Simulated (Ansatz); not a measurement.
Ansatz (an electronic-structure program) input:

Ansatz 0.2 input:
```yaml
crystal:
  periodic: [false, false, false]
  atoms:
    - {symbol: Bi, position_ang: [-0.36049780, -0.30572441, 0.60082715]}
    - {symbol: Br, position_ang: [-0.86943567, 1.89236726, -0.71208688]}
    - {symbol: Br, position_ang: [1.72433044, -1.16736366, -0.71273178]}
basis:
  gaussian:
    orbitals: def2-TZVPD
hamiltonian:
  xc: {name: PBE0}
total_charge: -1
```

Problem. Predict the final energy.

Solution. -5362.51308 Eh (PBE0/def2-TZVPD). The basis has 170 functions.

This state (charge -1, singlet) is run at the relaxed geometry of the species with charge 0 and multiplicity 2.
